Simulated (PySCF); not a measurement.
Species: m-xylene, C8H10.
Atom-mapped SMILES: `[CH3:1][c:2]1[cH:3][cH:4][cH:5][c:6]([CH3:7])[cH:8]1`

Cartesian coordinates in Å at the PBE0-D3(BJ)/def2-SVP level; atoms count from 1:
```
atom  x, y, z in Å
C1    -2.318   -1.183    0.047
C2    -1.093   -0.322   -0.068
C3    -1.198    1.042   -0.359
C4    -0.059    1.841   -0.428
C5     1.200    1.288   -0.209
C6     1.338   -0.075    0.077
C7     2.695   -0.688    0.275
C8     0.182   -0.859    0.145
H9    -3.135   -0.808   -0.586
H10   -2.691   -1.202    1.085
H11   -2.110   -2.223   -0.243
H12   -2.184    1.483   -0.533
H13   -0.154    2.906   -0.653
H14    2.091    1.921   -0.263
H15    2.656   -1.541    0.969
H16    3.102   -1.063   -0.679
H17    3.414    0.043    0.671
H18    0.276   -1.926    0.371
```

Definitions: NICS(0) = −σiso at the ring centroid; NICS(1) = −σiso and NICS(1)zz = −σzz at ±1 Å along the ring normal z. Level: GIAO PBE0/pcSseg-1 (PySCF, non-relativistic, gas phase) on the PBE0-D3(BJ)/def2-SVP geometry, one conformer.

Ring bond lengths (Å), with Mayer bond orders in brackets: C2–C3 1.399 (1.41), C3–C4 1.393 (1.44), C4–C5 1.393 (1.44), C5–C6 1.399 (1.41), C6–C8 1.399 (1.40), C8–C2 1.399 (1.40).

Task: What do the NICS probes read (ppm)?

Result: 
```tsv
ring	type	NICS(0)	NICS(1), two faces	NICS(1)zz, two faces	rms pucker (Å)	centre to ring atoms, mean (Å)
C2–C3–C4–C5–C6–C8	6-membered carbocycle; formal bonds all aromatic	-8.6	-11.1 / -11.1	-27.3 / -27.3	0.00	1.40
```

Task: What can be read from them?

Result: 
- C2–C3–C4–C5–C6–C8: mean NICS(1)zz -27.3 ppm, shielded, aromatic by this magnetic criterion (flat ring, no four-coordinate atom).

Task: And the bond-length index? HOMA takes Krygowski's 1993 parameters.

Result: 
- C2–C3–C4–C5–C6–C8: HOMA 0.98 = 1 − EN − GEO, with mean bond length 1.397 Å, EN = α(Ropt − mean)² = 0.021 and GEO = α × variance = 0.002. The geometric and the magnetic index point the same way.

Task: At the second NICS(1) probe listed for ring C2–C3–C4–C5–C6–C8, 1 Å off the ring, how large is the induced field along the normal in 9.4 T applied along it?

Result: NICSzz × B0 = -27.3 ppm × 9.4 T = -257 μT, against the applied field.

Task: Give the inner angles of the rings and the Hirshfeld charges of the ring atoms.

Result: 
- C2–C3–C4–C5–C6–C8: C2 118.3° (+0.007 e), C3 120.5° (-0.061 e), C4 120.3° (-0.053 e), C5 120.5° (-0.061 e), C6 118.3° (+0.007 e), C8 122.1° (-0.061 e); sum 720.0° against 720° for a flat convex ring.

Task: How do the values depend on the level or the medium?

Result: 
```
                level  NICS(0), C2–C3–C4–C5–C6–C8  mean NICS(1)zz, C2–C3–C4–C5–C6–C8
   PBE0/pcSseg-1, gas                        -8.6                              -27.3
wB97X-D/pcSseg-1, gas                        -8.5                              -27.5
```

The geometry is the same throughout.
